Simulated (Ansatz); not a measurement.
Ansatz results at the PBE0-D4/def2-TZVP geometry: size of the dipole moment (PBE/def2-TZVPP) 2.36 D; size of the dipole moment (ωB97M-V/def2-TZVPP) 2.31 D; LUMO energy (PBE/def2-TZVPP) -1.38 eV.

Each molecule was computed in one conformer, which needn't be the lowest.

**Question.** Which molecule gave them?
A. `C[NH][Al]([Cl])[Cl]`
B. `N#[C][Al]([F])[F]`
C. `C[CH](C)[Al]([Cl])[CH](C)C`
D. `C=[CH][AlH2]`

**Answer.** A. The others give `N#[C][Al]([F])[F]`: 1.73, 1.81, -2.89; `C=[CH][AlH2]`: 0.92, 0.84, -2.49; `C[CH](C)[Al]([Cl])[CH](C)C`: 1.97, 1.99, -1.56.
